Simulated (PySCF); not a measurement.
A structure optimised at PBE0-D3(BJ)/def2-SVP, used in a PySCF frequency run:

```
N
H 1 1.0181
C 1 1.4447 2 109.72
H 3 1.1054 1 108.07 2 174.24
H 3 1.1155 4 105.60 1 -120.79
C 1 1.4449 2 110.32 3 -127.67
H 6 1.1055 1 109.01 2 -177.46
H 6 1.1149 7 105.30 1 123.33
C 3 1.5190 4 109.26 5 -117.62
H 9 1.1025 3 108.22 4 -64.64
H 9 1.1055 10 105.97 3 116.71
C 9 1.5193 10 110.65 11 118.69
H 12 1.1001 9 111.49 10 -58.64
H 12 1.1019 13 107.49 9 -122.20
H 12 1.1019 13 107.52 14 -115.33
Si 6 1.8914 7 106.70 8 117.33
H 16 1.4929 6 110.90 7 52.61
H 16 1.4963 17 109.14 6 121.76
H 16 1.4976 17 108.61 18 118.07
```
Charge 0, spin multiplicity 1.

Q: Write its SMILES and formula.

A: CCCNC[SiH3], C₄H₁₃NSi

Q: What are its rotational constants (standard atomic weights)?

A: 12.792, 0.83811, 0.81246 GHz
